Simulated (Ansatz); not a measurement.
`CO[SiH2][SiH3]` + CH₃SH → `CO[SiH2]SC` + SiH₄ at 600 K and 1 bar (cleavage of the Si–Si bond).

Calculated with Ansatz (gas phase, PBE0-D4/def2-TZVP geometries, no zero-point term in ΔE). CCSD(T)/CBS adds triple-zeta CCSD(T) − MP2 to the extrapolated MP2 energy (def2 sets, frozen cores). This one scheme is used for every species. One conformer a species, not always the lowest.

```csv
species,CCSD(T)/CBS energy (Eh),H − E (kJ/mol),S (J/(mol·K))
`CO[SiH2][SiH3]`,-696.20864,287.9,462.1
CH₃SH,-438.22835,152.3,296.8
`CO[SiH2]SC`,-843.00374,331.4,486.0
SiH₄,-291.46306,108.7,242.3
```

H − E and S are ideal-gas, rigid-rotor, harmonic terms from PBE0-D4/def2-TZVP, for one conformer and one mirror image of each species. 1 Eh = 2625.50 kJ/mol, R = 8.31446 J/(mol·K).

Task: By hand: ΔE, ΔH, ΔS and ΔG.

Result: ΔE = (-843.00374) + (-291.46306) − (-696.20864) − (-438.22835) = -0.02981 Eh = -78.3 kJ/mol. Δ(H − E) = 331.4 + 108.7 − 287.9 − 152.3 = -0.1, so ΔH = -78.4 kJ/mol. ΔS = 486.0 + 242.3 − 462.1 − 296.8 = -30.6 J/(mol·K). ΔG = -78.4 − 600 × (-30.6)/1000 = -60.0 kJ/mol.

Task: By hand: the equilibrium constant, and the temperature at which ΔG would vanish if ΔH and ΔS stayed fixed.

Result: log₁₀ K = −ΔG/(RT ln 10) = 5.2. ΔG = 0 at ΔH/ΔS = 2562 K, far beyond where these terms or the molecules hold.

ΔH outweighs TΔS. A doubt of 5 kJ/mol in ΔE shifts log₁₀ K by 0.4 here. Other conformers and mirror images would add mixing entropy, several J/(mol·K) or more a flexible species. Modes under 60 cm⁻¹, often nearly free rotors, make the harmonic entropy too high. These are equilibria of isolated gas molecules and say nothing of rates. Largest T1 diagnostic: 0.012 (customary marks: 0.02 for closed shells, 0.045 for open ones).
